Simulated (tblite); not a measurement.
C₅H₆BrN₃O.
Bonds: C1–C2, C2–O3 (double), C2–C4, C4–N5 (aromatic), N5–N6 (aromatic), N6–C7, N6–N8 (aromatic), N8–C9 (aromatic), C9–Br10, C4–C9 (aromatic). Hydrogens: H11, H12, H13 on C1; H14, H15, H16 on C7.

Computed with GFN2-xTB (tblite), gas phase: L-BFGS steps from a force-field or distance-geometry start until the largest atomic force falls under 0.01 eV/Å.

Step 25: E = -834.3471 eV
```
atom  x, y, z in Å  |  force x, y, z in eV/Å
C1     -2.4556   -1.0697   -0.0090    0.011   0.001   0.002
C2     -1.9702    0.3485   -0.1158   -0.024   0.004  -0.009
O3     -2.7047    1.3017   -0.2275    0.017   0.009  -0.008
C4     -0.5106    0.5164   -0.0643   -0.005  -0.004   0.001
N5      0.3768   -0.4749    0.0456    0.007  -0.004  -0.002
N6      1.5452    0.0989    0.0481    0.009   0.002   0.006
C7      2.7725   -0.6299    0.1492   -0.006   0.003  -0.002
N8      1.5242    1.4070   -0.0531    0.008  -0.002   0.001
C9      0.2372    1.7150   -0.1278    0.002  -0.007   0.003
Br10   -0.3521    3.4653   -0.2873   -0.016   0.018   0.001
H11    -2.4161   -1.3700    1.0374    0.012   0.001  -0.011
H12    -1.8128   -1.7375   -0.5748   -0.005   0.003   0.001
H13    -3.4848   -1.1297   -0.3548    0.029  -0.012   0.017
H14     2.5319   -1.6796    0.2996   -0.007   0.008  -0.003
H15     3.3561   -0.2485    0.9873   -0.014  -0.010   0.007
H16     3.3556   -0.5039   -0.7641   -0.017  -0.011  -0.004
```

Step 26: E = -834.3472 eV
```
atom  x, y, z in Å  |  force x, y, z in eV/Å
C1     -2.4542   -1.0699   -0.0087    0.010   0.008   0.000
C2     -1.9712    0.3488   -0.1164   -0.008   0.008  -0.012
O3     -2.7058    1.3016   -0.2293    0.013   0.007  -0.007
C4     -0.5116    0.5170   -0.0646    0.004  -0.005   0.003
N5      0.3759   -0.4743    0.0457    0.008  -0.009  -0.006
N6      1.5446    0.0990    0.0482    0.003  -0.003   0.012
C7      2.7716   -0.6308    0.1494   -0.007   0.008  -0.003
N8      1.5237    1.4073   -0.0526    0.009  -0.011  -0.002
C9      0.2366    1.7151   -0.1278    0.007  -0.001   0.005
Br10   -0.3514    3.4655   -0.2866   -0.020   0.027   0.000
H11    -2.4123   -1.3687    1.0380    0.009  -0.006  -0.014
H12    -1.8112   -1.7365   -0.5759   -0.005   0.002   0.006
H13    -3.4834   -1.1308   -0.3537    0.019  -0.017   0.019
H14     2.5309   -1.6807    0.2995   -0.007   0.021  -0.004
H15     3.3556   -0.2493    0.9873   -0.018  -0.014   0.004
H16     3.3545   -0.5042   -0.7641   -0.017  -0.015  -0.001
```

Step 27: E = -834.3474 eV
```
atom  x, y, z in Å  |  force x, y, z in eV/Å
C1     -2.4523   -1.0700   -0.0083    0.008   0.015  -0.004
C2     -1.9724    0.3492   -0.1174    0.019   0.013  -0.012
O3     -2.7071    1.3017   -0.2317    0.006   0.005  -0.007
C4     -0.5126    0.5176   -0.0649    0.015  -0.002   0.005
N5      0.3749   -0.4737    0.0459    0.005  -0.012  -0.009
N6      1.5439    0.0992    0.0485   -0.006  -0.008   0.016
C7      2.7703   -0.6318    0.1496   -0.007   0.012  -0.003
N8      1.5232    1.4076   -0.0519    0.008  -0.017  -0.004
C9      0.2361    1.7153   -0.1277    0.010   0.009   0.007
Br10   -0.3511    3.4661   -0.2856   -0.021   0.027  -0.001
H11    -2.4070   -1.3672    1.0386    0.007  -0.014  -0.013
H12    -1.8092   -1.7350   -0.5771   -0.002  -0.001   0.010
H13    -3.4812   -1.1326   -0.3518    0.000  -0.023   0.019
H14     2.5294   -1.6819    0.2992   -0.009   0.028  -0.004
H15     3.3547   -0.2507    0.9875   -0.018  -0.016   0.003
H16     3.3528   -0.5050   -0.7642   -0.014  -0.016  -0.001
```

Step 28: E = -834.3476 eV
```
atom  x, y, z in Å  |  force x, y, z in eV/Å
C1     -2.4494   -1.0699   -0.0078    0.004   0.018  -0.007
C2     -1.9737    0.3501   -0.1191    0.047   0.014  -0.010
O3     -2.7087    1.3019   -0.2351   -0.001   0.004  -0.008
C4     -0.5138    0.5185   -0.0652    0.025   0.004   0.003
N5      0.3736   -0.4731    0.0459   -0.001  -0.009  -0.010
N6      1.5428    0.0994    0.0493   -0.016  -0.010   0.014
C7      2.7684   -0.6329    0.1497   -0.006   0.012  -0.002
N8      1.5227    1.4077   -0.0511    0.004  -0.016  -0.003
C9      0.2355    1.7158   -0.1275    0.012   0.020   0.007
Br10   -0.3512    3.4675   -0.2843   -0.017   0.016  -0.001
H11    -2.3997   -1.3653    1.0391    0.005  -0.022  -0.010
H12    -1.8065   -1.7330   -0.5787    0.004  -0.005   0.012
H13    -3.4783   -1.1355   -0.3489   -0.024  -0.027   0.018
H14     2.5270   -1.6830    0.2989   -0.013   0.028  -0.003
H15     3.3532   -0.2529    0.9878   -0.015  -0.014   0.003
H16     3.3503   -0.5065   -0.7643   -0.008  -0.014  -0.003
```

**Question.** Estimate the geometry and energy of step 29. (The exact step hangs on the optimiser's Hessian estimate; all steps are aligned on step 28, rigid shifts and turns removed.)

**Answer.** E = -834.3479 eV, largest force 0.063 eV/Å
```
atom  x, y, z in Å  |  force x, y, z in eV/Å
C1     -2.4455   -1.0694   -0.0073   -0.003   0.015  -0.009
C2     -1.9747    0.3516   -0.1215    0.062   0.010  -0.005
O3     -2.7107    1.3022   -0.2398   -0.002   0.001  -0.009
C4     -0.5148    0.5199   -0.0657    0.027   0.015   0.000
N5      0.3719   -0.4725    0.0457   -0.011   0.001  -0.008
N6      1.5412    0.0994    0.0505   -0.021  -0.008   0.007
C7      2.7658   -0.6341    0.1499   -0.003   0.008   0.000
N8      1.5220    1.4077   -0.0500    0.002  -0.009   0.001
C9      0.2350    1.7167   -0.1270    0.014   0.028   0.007
Br10   -0.3516    3.4696   -0.2826   -0.009  -0.002   0.000
H11    -2.3898   -1.3632    1.0396    0.003  -0.027  -0.007
H12    -1.8028   -1.7305   -0.5806    0.010  -0.008   0.012
H13    -3.4748   -1.1398   -0.3446   -0.043  -0.025   0.017
H14     2.5237   -1.6839    0.2983   -0.019   0.019  -0.001
H15     3.3509   -0.2560    0.9883   -0.007  -0.009   0.004
H16     3.3467   -0.5087   -0.7645    0.000  -0.008  -0.007
```

The energy changes by -0.0003 eV. The first-order estimate −F·Δx gives -0.0004 eV and the mean of the old and new forces, exact on a quadratic surface, -0.0003 eV. The step makes an angle of 78° with the force vector and moves no atom by more than 0.010 Å.

The cost below is that of the whole relaxation. Hardware: an Arm Neoverse N1 with one thread, no GPU, on a shared host. Cost: 0.83 s of wall time.
